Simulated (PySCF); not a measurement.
From computed data to an observable: entropy of an ideal gas

GeH3Br, SMILES [Br][GeH3].

Geometry: B3LYP-D3(BJ)/def2-TZVP.

B3LYP-D3(BJ)/def2-TZVP run with PySCF gives the harmonic wavenumbers 296, 569, 569, 832, 871, 871, 2154, 2169, 2169 cm⁻¹ and the rotational temperatures 3.7381, 0.1110, 0.1110 K. The molar mass is 155.56 g/mol, the symmetry number 3, the spin multiplicity 1.

Question: Work out the entropy at 298.15 K and 1 atm in the rigid-rotor, harmonic-oscillator model.

Answer: 
Translation (Sackur–Tetrode at 1 atm): S = R[1.5 ln M + 2.5 ln T − 1.16487] = 171.7 J/(mol K).
Rotation: q = (√π/σ) T^1.5/√(θA θB θC) = 14200, S = R[ln q + 3/2] = 92.0 J/(mol K).
Vibration: with u = 1.4388 ν/T, each mode gives R[u/(e^u − 1) − ln(1 − e^−u)]:
```json
[
 {"ν (cm⁻¹)": "296", "modes": "1", "u": "1.43", "S (J/(mol K))": "6.02"},
 {"ν (cm⁻¹)": "569", "modes": "2", "u": "2.75", "S (J/(mol K))": "4.24"},
 {"ν (cm⁻¹)": "832", "modes": "1", "u": "4.01", "S (J/(mol K))": "0.76"},
 {"ν (cm⁻¹)": "871", "modes": "2", "u": "4.20", "S (J/(mol K))": "1.31"}
]
```
The stiffer modes add less than 0.005 each. Sum 12.3 J/(mol K).
Spin: R ln 1 = 0.0 J/(mol K).
Total 276.0 J/(mol K); the program's own thermochemistry gives 276.0. Translation makes up 62 % and vibration 4 %. Anharmonicity, hindered rotation and orbital degeneracy are left out.
